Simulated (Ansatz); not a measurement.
Consider the formal exchange of groups at the Si–Si bond: `O[Si@H](Cl)[Si@H](F)Cl` + CH₄ → `C[SiH](O)Cl` + `F[SiH2]Cl`.

Gas-phase electronic energies from Ansatz, PBE0-D4/def2-TZVP geometries. CCSD(T)/CBS is the MP2 limit (def2-TZVPP, def2-QZVPP) plus CCSD(T) − MP2 in def2-TZVPP, frozen cores. This one scheme is used for every species. Functionals use def2-TZVPP. One conformer a species, not always the lowest.

CCSD(T)/CBS gives -20.2 kJ/mol.

(1) Another level gave -8.6 kJ/mol. Which?
A. PBE-D4/def2-TZVPP
B. r2SCAN0/def2-TZVPP
C. PBE0-D4/def2-TZVPP
D. BLYP/def2-TZVPP

(2) What do rigid-rotor, harmonic-oscillator terms from PBE0-D4/def2-TZVP frequencies (298.15 K, 1 bar) make of the CCSD(T)/CBS value? (An estimate is asked.)

Largest T1 diagnostic among the species: 0.011.

Results:

(1) C. PBE0-D4 -8.6, PBE-D4 -1.1, BLYP -13.5, r2SCAN0 -19.6 kJ/mol.

(2) Ansatz gave: ΔZPE = -2.4 kJ/mol, ΔH = -26.4 kJ/mol, ΔS = 18 J/(mol·K), ΔG = -31.8 kJ/mol. Modes under 50 cm⁻¹ make the entropy rough.

Leaving LDA and LC-ωPBE aside and taking each functional with its dispersion term where it has one, the values, not all of them listed here, spread over 23.0 kJ/mol, from ωB97M-V to revPBE-D4. LDA lies −3.0 kJ/mol from PBE without D4. The D4 term adds +8.4 kJ/mol with B3LYP and +5.0 kJ/mol with PBE0; it sums over pairs of atoms, weighted by their polarisabilities, and B3LYP, whose exchange is more repulsive, gets the larger term.

CCSD(T)/CBS has its own doubt, a few kJ/mol and more with outer-core shells, so smaller differences from it don't rank the levels.

B3LYP here is the variant with VWN-RPA as its local correlation; programs differ in this.
